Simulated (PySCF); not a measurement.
All values below come from PBE-D3(BJ)/def2-TZVP // B3LYP-D3(BJ)/def2-TZVP in PySCF. Isolated molecules, 0 K electronic values unless said otherwise. One relaxed conformer stands for a flexible species; it need not be the lowest. 

Reference species (SMILES): `O1[SiH2]O[SiH2][SiH2]1` (neutral, multiplicity 1).

```yaml
LUMO: -1.57 eV
HOMO: -6.74 eV
```

Changed species: `O1[SiH2][Si@]1(O)[SiH3]` (H–O–Si–Si torsion 178°).

Problem. Predict the effect on the LUMO and HOMO.

Solution. the LUMO decreases by 0.16 eV, to -1.73 eV; the HOMO goes up by 1.19 eV, to -5.55 eV.
